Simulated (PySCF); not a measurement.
sulfur trioxide (O3S), SMILES O=S(=O)=O. Coordinates come from a B3LYP-D3(BJ)/def2-TZVP optimisation.

TDDFT-M06-2X/def2-SVPD in PySCF puts the lowest singlet excitations at 5.15, 5.79, 6.93, 6.93, 7.36, 7.36 eV.

Problem. What are the lowest excitation roots from ADC(2)/aug-cc-pVDZ (PySCF 2.14.0)? (An estimate is asked for; the answer gives what the named calculation found.)

Solution. 5.25, 5.30, 6.78, 6.78, 7.52, 7.52 eV. S1 differs by 0.10 eV (second minus first; roots are paired by order, and the bases may differ).
